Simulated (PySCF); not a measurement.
# PBE beside CCSD(T) along the third period: bonds to Ca

PBE and CCSD(T) in PySCF with x2c-SVPall on every atom, spin-free X2C, for the lowest determinant that a PBE0 search found; no spin–orbit coupling.

```tsv
molecule	state (unpaired electrons)	PBE Re (Å)	PBE ωe (cm⁻¹)	PBE De (eV)	CCSD(T) Re (Å)	CCSD(T) ωe (cm⁻¹)	CCSD(T) De (eV)
NaCa	doublet (σ ↑)	3.671	112	0.34	3.842	92.2	0.18
CaAl	doublet (π ↑)	3.141	189	0.78	3.292	147	0.32
CaS	singlet (closed shell)	2.309	480	3.89	2.398	410	2.18
CaCl	doublet (σ ↑)	2.415	387	4.46	?	?	?
```

Estimate the CCSD(T) values of CaCl by adding the mean shift from PBE to CCSD(T) of the other rows, and compare with the calculation.

The mean shifts are +13.7 pm, -44 cm⁻¹ and -0.78 eV, which give 2.552 Å, 343 cm⁻¹ and 3.68 eV. CCSD(T)/x2c-SVPall gives Re = 2.474 Å, ωe = 370 cm⁻¹, De = 3.58 eV.

What are the mean differences of PBE from CCSD(T) over the whole series?

Re -11.8 pm, ωe +37 cm⁻¹, De +0.80 eV.

In a basis of this size CCSD(T) is itself not converged; it tends to give bonds that are too long and too weak.

Correlated steps freeze the inner cores (6 to 10 orbitals); shallow outer-core shells are correlated. UHF and ROHF references stand side by side, which adds small steps between rows. Weak bonds: CaAl, NaCa. Basis-set superposition, not corrected here, can be much of De in a small basis, most of all at correlated wavefunction levels. Functionals without a dispersion term scatter widely for such bonds, and LDA overbinds them. Where the molecule has an RHF reference, its open-shell atoms are computed with UHF. The CCSD T1 diagnostic is raised in CaS, a sign that a single reference may not be enough there. States were picked by a PBE0 search and need not be the measured ground states.
